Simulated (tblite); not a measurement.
Record of a relaxation.

Species: C4H10ClSi2 (doublet state).
Numbering: `[CH3:1][CH2:2][Si:3]1([Cl:4])[CH2:5][SiH:6][CH2:7]1` (hydrogens: H8, H9, H10 on C1; H11, H12 on C2; H13, H14 on C5; H15 on Si6; H16, H17 on C7)

Computed with GFN2-xTB (tblite), gas phase: L-BFGS steps from a force-field or distance-geometry start until the largest atomic force falls under 0.01 eV/Å. 9 of its 102 geometries are shown.

Step 0: E = -587.4194 eV, largest atomic force 2.327 eV/Å
```
atom  x, y, z in Å  |  force x, y, z in eV/Å
C1     -2.366   -0.287   -0.128    0.477  -0.354   0.305
C2     -1.275    0.550   -0.784   -0.059   0.728   0.456
Si3     0.213    0.278    0.362   -2.166   0.356   0.245
Cl4    -0.455    0.487    2.317    0.473   0.006  -0.391
C5      1.735    1.210   -0.090    0.681   1.754   0.067
Si6     2.664   -0.407    0.071    2.275  -0.490  -0.011
C7      1.056   -1.344   -0.020   -0.719  -1.764   0.616
H8     -3.323   -0.196   -0.657    0.293  -0.273   0.401
H9     -1.959   -1.327   -0.113   -0.908   0.545  -0.147
H10    -2.425    0.024    0.942   -0.581  -0.231  -1.028
H11    -1.063    0.244   -1.811   -0.160   0.026   0.200
H12    -1.556    1.624   -0.798    0.037  -0.594  -0.123
H13     1.729    1.599   -1.126    0.052   0.237   0.883
H14     1.973    1.962    0.688    0.182  -0.055  -0.971
H15     3.320   -0.571    1.376   -0.011   0.029  -0.027
H16     0.794   -1.715   -1.022    0.061  -0.243   0.625
H17     0.931   -2.119    0.782    0.075   0.323  -1.100
```

Step 13: E = -588.0064 eV, largest atomic force 0.289 eV/Å
```
atom  x, y, z in Å  |  force x, y, z in eV/Å
C1     -2.480   -0.304   -0.169   -0.039  -0.112   0.076
C2     -1.352    0.549   -0.723    0.040   0.088  -0.018
Si3     0.201    0.315    0.342    0.049   0.018   0.056
Cl4    -0.279    0.532    2.308   -0.007   0.026   0.045
C5      1.826    1.252   -0.059    0.112  -0.067  -0.057
Si6     2.794   -0.427    0.067   -0.011  -0.029   0.079
C7      1.089   -1.357    0.024    0.182  -0.021  -0.009
H8     -3.395   -0.215   -0.748   -0.024   0.066  -0.099
H9     -2.178   -1.345   -0.164   -0.036  -0.173  -0.031
H10    -2.695   -0.025    0.857   -0.079   0.064   0.050
H11    -1.126    0.253   -1.743   -0.016  -0.068  -0.106
H12    -1.668    1.587   -0.775    0.002   0.138   0.089
H13     1.815    1.692   -1.056    0.051  -0.043   0.123
H14     2.178    2.025    0.628   -0.221  -0.166  -0.086
H15     3.436   -0.578    1.392   -0.016   0.021  -0.167
H16     0.841   -1.785   -0.950    0.045   0.046   0.151
H17     0.987   -2.159    0.758   -0.031   0.213  -0.095
```

Step 25: E = -588.0414 eV, largest atomic force 0.126 eV/Å
```
atom  x, y, z in Å  |  force x, y, z in eV/Å
C1     -2.524   -0.311   -0.187   -0.001  -0.013   0.001
C2     -1.365    0.542   -0.698   -0.112  -0.011  -0.046
Si3     0.213    0.301    0.333   -0.108  -0.006  -0.064
Cl4    -0.245    0.567    2.297   -0.029   0.009   0.093
C5      1.837    1.230   -0.071    0.017  -0.028   0.008
Si6     2.828   -0.428    0.057    0.014  -0.014   0.003
C7      1.131   -1.354    0.044   -0.010   0.026   0.012
H8     -3.408   -0.189   -0.814    0.063   0.028   0.018
H9     -2.255   -1.365   -0.184    0.015  -0.002  -0.021
H10    -2.787   -0.032    0.831    0.011   0.019  -0.018
H11    -1.159    0.275   -1.734    0.015   0.014  -0.005
H12    -1.671    1.588   -0.703    0.030   0.026   0.019
H13     1.865    1.693   -1.052   -0.037   0.016  -0.028
H14     2.122    1.994    0.646    0.039   0.023   0.027
H15     3.531   -0.576    1.339    0.023   0.008  -0.031
H16     0.878   -1.802   -0.913    0.024  -0.059   0.008
H17     1.002   -2.121    0.800    0.047  -0.037   0.024
```

Step 38: E = -588.0548 eV, largest atomic force 0.095 eV/Å
```
atom  x, y, z in Å  |  force x, y, z in eV/Å
C1     -2.543   -0.293   -0.221   -0.018  -0.029   0.010
C2     -1.376    0.561   -0.700    0.042   0.000   0.010
Si3     0.192    0.257    0.335    0.028   0.067   0.062
Cl4    -0.285    0.569    2.300   -0.010  -0.047  -0.018
C5      1.808    1.209   -0.063   -0.012   0.046  -0.023
Si6     2.836   -0.420    0.020   -0.004  -0.028  -0.037
C7      1.160   -1.383    0.094   -0.041  -0.006   0.005
H8     -3.417   -0.152   -0.852   -0.035   0.035  -0.036
H9     -2.281   -1.348   -0.237    0.012  -0.047  -0.013
H10    -2.813   -0.029    0.798   -0.007   0.001   0.035
H11    -1.175    0.344   -1.748    0.033  -0.022  -0.018
H12    -1.663    1.612   -0.651    0.029   0.011   0.010
H13     1.806    1.692   -1.036    0.010   0.031  -0.009
H14     2.100    1.964    0.663   -0.016  -0.001  -0.011
H15     3.655   -0.557    1.230    0.008   0.002   0.012
H16     0.912   -1.897   -0.832   -0.028  -0.027   0.023
H17     1.079   -2.116    0.893    0.008   0.014   0.000
```

Step 50: E = -588.0657 eV, largest atomic force 0.046 eV/Å
```
atom  x, y, z in Å  |  force x, y, z in eV/Å
C1     -2.550   -0.280   -0.258    0.002   0.002  -0.017
C2     -1.356    0.565   -0.689   -0.007  -0.014  -0.004
Si3     0.188    0.239    0.372   -0.003   0.045   0.010
Cl4    -0.345    0.487    2.329    0.038   0.019  -0.011
C5      1.783    1.212   -0.072    0.024  -0.012   0.012
Si6     2.821   -0.416   -0.063   -0.007  -0.006   0.012
C7      1.166   -1.396    0.148   -0.014   0.024   0.008
H8     -3.412   -0.084   -0.893   -0.002   0.008   0.010
H9     -2.315   -1.341   -0.324    0.003   0.006   0.001
H10    -2.824   -0.056    0.771    0.003  -0.014  -0.022
H11    -1.133    0.367   -1.737    0.016  -0.010   0.010
H12    -1.625    1.621   -0.623    0.004  -0.016  -0.008
H13     1.747    1.729   -1.027   -0.037  -0.009   0.002
H14     2.107    1.944    0.663   -0.018   0.005   0.027
H15     3.721   -0.529    1.094    0.000  -0.009  -0.031
H16     0.867   -1.992   -0.711   -0.004   0.002  -0.005
H17     1.154   -2.059    1.009    0.002  -0.022   0.005
```

Step 63: E = -588.0702 eV, largest atomic force 0.030 eV/Å
```
atom  x, y, z in Å  |  force x, y, z in eV/Å
C1     -2.552   -0.282   -0.284    0.006  -0.006  -0.002
C2     -1.344    0.555   -0.685    0.009   0.012   0.004
Si3     0.180    0.243    0.407    0.010  -0.004   0.001
Cl4    -0.312    0.511    2.369   -0.025   0.016  -0.003
C5      1.766    1.216   -0.057    0.006   0.013  -0.002
Si6     2.800   -0.414   -0.099   -0.009  -0.006  -0.014
C7      1.154   -1.393    0.177   -0.001  -0.010   0.007
H8     -3.409   -0.053   -0.916   -0.002  -0.004  -0.001
H9     -2.333   -1.343   -0.379    0.003  -0.008   0.006
H10    -2.828   -0.083    0.750   -0.002  -0.005  -0.007
H11    -1.087    0.349   -1.724   -0.008  -0.015   0.001
H12    -1.611    1.611   -0.637   -0.005   0.015   0.008
H13     1.701    1.747   -1.003    0.006   0.001   0.002
H14     2.101    1.938    0.683    0.010  -0.007   0.009
H15     3.765   -0.542    1.002   -0.003  -0.003  -0.007
H16     0.830   -2.004   -0.663    0.003   0.014   0.011
H17     1.172   -2.044    1.048    0.003  -0.003  -0.012
```

Step 76: E = -588.0721 eV, largest atomic force 0.030 eV/Å
```
atom  x, y, z in Å  |  force x, y, z in eV/Å
C1     -2.546   -0.289   -0.296    0.003   0.008  -0.007
C2     -1.333    0.552   -0.680   -0.015   0.004  -0.009
Si3     0.178    0.249    0.434   -0.014   0.004  -0.003
Cl4    -0.357    0.552    2.379    0.010  -0.004  -0.009
C5      1.763    1.217   -0.046   -0.015   0.004   0.010
Si6     2.783   -0.417   -0.141    0.016  -0.020   0.015
C7      1.145   -1.391    0.199    0.012   0.017  -0.004
H8     -3.397   -0.049   -0.931    0.008  -0.018  -0.004
H9     -2.326   -1.349   -0.404   -0.002   0.002   0.010
H10    -2.831   -0.104    0.737    0.013  -0.002  -0.003
H11    -1.064    0.343   -1.715   -0.001  -0.001   0.004
H12    -1.605    1.608   -0.638   -0.004   0.002   0.007
H13     1.681    1.772   -0.976    0.006   0.012  -0.023
H14     2.124    1.917    0.702    0.008   0.010   0.026
H15     3.791   -0.556    0.919   -0.003  -0.005  -0.018
H16     0.795   -2.006   -0.625   -0.012  -0.013  -0.004
H17     1.193   -2.036    1.072   -0.009   0.000   0.011
```

Step 88: E = -588.0745 eV, largest atomic force 0.031 eV/Å
```
atom  x, y, z in Å  |  force x, y, z in eV/Å
C1     -2.527   -0.312   -0.310    0.004   0.012  -0.002
C2     -1.335    0.560   -0.687    0.008   0.004  -0.008
Si3     0.169    0.281    0.443    0.005   0.000  -0.030
Cl4    -0.391    0.591    2.379    0.003   0.012   0.024
C5      1.774    1.225   -0.024   -0.024   0.000   0.007
Si6     2.752   -0.430   -0.191    0.025  -0.003   0.011
C7      1.115   -1.373    0.220    0.003   0.012   0.000
H8     -3.377   -0.108   -0.959   -0.001  -0.002  -0.005
H9     -2.276   -1.367   -0.397    0.005   0.006   0.012
H10    -2.829   -0.116    0.717   -0.014  -0.018   0.008
H11    -1.053    0.355   -1.720    0.008   0.008  -0.002
H12    -1.634    1.609   -0.648    0.005  -0.006   0.002
H13     1.702    1.828   -0.924    0.004  -0.001  -0.010
H14     2.160    1.877    0.756   -0.001   0.004   0.010
H15     3.832   -0.609    0.791   -0.025   0.001  -0.018
H16     0.732   -2.013   -0.570   -0.005  -0.019  -0.011
H17     1.182   -1.988    1.114    0.001  -0.009   0.009
```

Step 101: E = -588.0749 eV, largest atomic force 0.008 eV/Å
```
atom  x, y, z in Å  |  force x, y, z in eV/Å
C1     -2.526   -0.314   -0.314    0.001   0.002  -0.001
C2     -1.335    0.564   -0.686   -0.001  -0.003  -0.004
Si3     0.167    0.283    0.445   -0.002  -0.001   0.004
Cl4    -0.386    0.605    2.382    0.002  -0.001   0.003
C5      1.771    1.226   -0.020    0.001   0.000  -0.002
Si6     2.745   -0.431   -0.202   -0.001  -0.001  -0.003
C7      1.111   -1.373    0.224    0.005   0.003   0.002
H8     -3.372   -0.118   -0.971    0.004  -0.001   0.001
H9     -2.266   -1.367   -0.397    0.001   0.004   0.003
H10    -2.837   -0.121    0.710   -0.003  -0.002  -0.004
H11    -1.049    0.363   -1.718    0.001   0.003  -0.006
H12    -1.636    1.611   -0.644   -0.003  -0.003   0.007
H13     1.702    1.836   -0.916   -0.001   0.001  -0.004
H14     2.160    1.869    0.766    0.001   0.000  -0.001
H15     3.834   -0.618    0.765   -0.002  -0.001   0.002
H16     0.724   -2.023   -0.557   -0.002   0.004   0.003
H17     1.187   -1.979    1.124   -0.002  -0.004   0.000
```

**Question.** Summarise the path.

**Answer.** The energy falls by 15.12 kcal/mol from step 0 to step 101; nine tenths of that is first reached at step 14. It falls at every step. The largest force goes from 2.327 to 0.008 eV/Å. Among the bonds Si3–C5 changes most, from 1.841 to 1.918 Å; the atoms move by 0.355 Å rms after alignment.

**Question.** Follow the three bonds and two angles with the largest change from start to end.

**Answer.** 
| step | E above end (kcal/mol) | largest force (eV/Å) | Si3–C5 (Å) | Si6–C7 (Å) | C5–Si6 (Å) | C1–C2–Si3 (°) | H13–C5–H14 (°) |
| --- | --- | --- | --- | --- | --- | --- | --- |
| 0 | 15.12 | 2.327 | 1.841 | 1.863 | 1.872 | 102.9 | 114.8 |
| 4 | 5.44 | 0.581 | 1.892 | 1.951 | 1.941 | 102.2 | 108.8 |
| 9 | 2.75 | 0.307 | 1.911 | 1.931 | 1.937 | 106.1 | 106.1 |
| 13 | 1.58 | 0.289 | 1.918 | 1.942 | 1.942 | 109.5 | 107.0 |
| 18 | 1.00 | 0.135 | 1.921 | 1.926 | 1.932 | 111.0 | 106.8 |
| 22 | 0.88 | 0.107 | 1.918 | 1.933 | 1.937 | 111.9 | 107.1 |
| 26 | 0.74 | 0.109 | 1.916 | 1.933 | 1.935 | 112.2 | 106.8 |
| 31 | 0.62 | 0.099 | 1.917 | 1.936 | 1.937 | 111.9 | 106.7 |
| 35 | 0.53 | 0.080 | 1.917 | 1.934 | 1.932 | 111.7 | 106.8 |
| 40 | 0.42 | 0.089 | 1.916 | 1.936 | 1.931 | 111.6 | 107.1 |
| 44 | 0.30 | 0.123 | 1.916 | 1.934 | 1.933 | 112.3 | 107.1 |
| 48 | 0.23 | 0.078 | 1.919 | 1.934 | 1.931 | 112.6 | 106.6 |
| 53 | 0.19 | 0.062 | 1.920 | 1.935 | 1.930 | 112.8 | 106.6 |
| 57 | 0.15 | 0.063 | 1.918 | 1.934 | 1.930 | 113.2 | 106.9 |
| 61 | 0.11 | 0.039 | 1.918 | 1.933 | 1.932 | 113.1 | 106.7 |
| 66 | 0.10 | 0.034 | 1.917 | 1.936 | 1.930 | 113.2 | 106.8 |
| 70 | 0.08 | 0.037 | 1.919 | 1.934 | 1.931 | 113.4 | 106.8 |
| 75 | 0.07 | 0.026 | 1.918 | 1.935 | 1.929 | 113.5 | 106.6 |
| 79 | 0.06 | 0.024 | 1.919 | 1.934 | 1.930 | 113.4 | 106.7 |
| 83 | 0.04 | 0.036 | 1.917 | 1.935 | 1.931 | 113.3 | 106.8 |
| 88 | 0.01 | 0.031 | 1.920 | 1.933 | 1.930 | 112.8 | 106.6 |
| 92 | 0.00 | 0.013 | 1.918 | 1.933 | 1.931 | 112.8 | 106.6 |
| 97 | 0.00 | 0.011 | 1.919 | 1.933 | 1.930 | 112.7 | 106.7 |
| 101 | 0.00 | 0.008 | 1.918 | 1.933 | 1.930 | 112.8 | 106.6 |

What follows is the cost of the whole relaxation. The run took 0.83 s of wall time on an Arm Neoverse V2 with one thread, shared host with 96 logical CPUs at a one-minute load of 89.
